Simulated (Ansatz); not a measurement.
Computed with Ansatz on PBE0-D4/def2-TZVP structures; ΔE is electronic, products minus reactants. CCSD(T)/CBS is the MP2 limit (def2-TZVPP, def2-QZVPP) plus CCSD(T) − MP2 in def2-TZVPP, frozen cores. This one scheme is used for every species. DFT in def2-TZVPP. B3LYP here is the variant with VWN-RPA as its local correlation; programs differ in this. One conformer a species, not always the lowest.

Reaction (ligand exchange at the Si–O bond): `CN([SiH2]O)[SiH2]O` + HCl → `CN([SiH2]O)[SiH2]Cl` + H₂O

(1) Is it downhill or uphill in electronic energy at CCSD(T)/CBS, and by how much? (Estimate.)

(2) What do these levels give: B3LYP-D4, ωB97X-V, ωB97M-V, B2PLYP, PBE, PBE0, B3LYP, HF/def2-TZVPP, SCS-MP2/def2-TZVPP, CCSD/def2-TZVPP, HF/CBS(def2), MP2/CBS(def2)? (Best estimate.)

Largest T1 diagnostic among the species: 0.011.

Results:

(1) The calculation gave: Downhill: ΔE = -6.1 kJ/mol.

(2) Computed: B3LYP-D4 -3.1, ωB97X-V -3.4, ωB97M-V -3.8, B2PLYP -0.2, PBE -7.4, PBE0 -7.2, B3LYP 0.5, HF/def2-TZVPP 1.1, SCS-MP2/def2-TZVPP -1.2, CCSD/def2-TZVPP 1.1, HF/CBS(def2) 1.2, MP2/CBS(def2) -10.6 kJ/mol.

The D4 term adds −3.6 kJ/mol with B3LYP and −2.1 kJ/mol with PBE0; it sums over pairs of atoms, weighted by their polarisabilities, and B3LYP, whose exchange is more repulsive, gets the larger term.
